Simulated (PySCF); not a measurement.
## Polarisability and C₆ of Os³⁺ (osmium, charge +3)

[Xe] 4f14 5d5, high-spin 6S determinant. Computed with PySCF 2.14 in aug-cc-pVTZ-PP with one added diffuse shell each of s, p, d, f, g type with ECP60MDF (7s7p6d4f3g, 113 functions), with scalar relativity through the core potential. Coupled (time-dependent) response in atomic units; α is the mean over directions.

```
method  mean α (bohr³)  C₆ (like pair)  S(−4)
 M06-L           6.831           37.29  9.990
```

S(−4) is the Cauchy moment in α(ω) = α(0) + S(−4) ω² + …

α(iu) at M06-L:

```json
{"u (hartree)": "0", "α(iu) (bohr³)": "6.831"}
{"u (hartree)": "0.0500", "α(iu) (bohr³)": "6.806"}
{"u (hartree)": "0.100", "α(iu) (bohr³)": "6.734"}
{"u (hartree)": "0.200", "α(iu) (bohr³)": "6.467"}
{"u (hartree)": "0.300", "α(iu) (bohr³)": "6.093"}
{"u (hartree)": "0.500", "α(iu) (bohr³)": "5.248"}
{"u (hartree)": "0.750", "α(iu) (bohr³)": "4.296"}
{"u (hartree)": "1.00", "α(iu) (bohr³)": "3.538"}
{"u (hartree)": "1.50", "α(iu) (bohr³)": "2.480"}
{"u (hartree)": "2.00", "α(iu) (bohr³)": "1.808"}
{"u (hartree)": "3.00", "α(iu) (bohr³)": "1.058"}
{"u (hartree)": "5.00", "α(iu) (bohr³)": "0.4707"}
```

A single London oscillator, α(iu) = α/(1 + u²/ω²), gives C₆ = (3/4) ω α². Matching the computed C₆ needs ω = 4 × 37.29 / (3 × 6.831²) = 1.07 hartree.

For an ion, C₆ is the dispersion term alone; charge-induced terms of lower order in 1/R come first.

Energies and moments cover only the electrons outside the core potential. Spin-orbit coupling, which splits the p, d and f shells strongly at this Z, is absent.
